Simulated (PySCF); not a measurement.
# Sr²⁺ (strontium, charge +2): UHF calculation

Configuration: [Kr], closed-shell 1S. All numbers are calculated (PySCF 2.14, scalar relativity by spin-free X2C-1e, in ANO-RCC-VTZP (7s6p3d1f, 47 functions)).

```json
{
 "Total energy": "-3176.676365 hartree",
 "One-electron energy": "-4377.9260 hartree",
 "Hartree (Coulomb) energy": "1305.0271 hartree",
 "Exchange energy": "-103.7775 hartree",
 "⟨S²⟩": "0.0000",
 "⟨L²⟩": "0.000",
 "Sum of ⟨r⟩": "22.30 bohr",
 "Sum of ⟨r²⟩": "26.34 bohr²",
 "Langevin diamagnetic susceptibility": "-20.9 ×10⁻⁶ cm³/mol"
}
```

| shell | electrons | mean orbital energy (eV) | rms radius, mean of both spins (bohr) |
| --- | --- | --- | --- |
| 1s | 2 | -16209.6 | 0.0450 |
| 2s | 2 | -2275.0 | 0.187 |
| 2p | 6 | -2017.8 | 0.166 |
| 3s | 2 | -393.22 | 0.524 |
| 3p | 6 | -307.55 | 0.535 |
| 3d | 10 | -165.59 | 0.547 |
| 4s | 2 | -66.237 | 1.45 |
| 4p | 6 | -43.060 | 1.66 |

Densities and radii are taken from the X2C orbitals without a picture-change correction, which distorts them close to the nucleus.
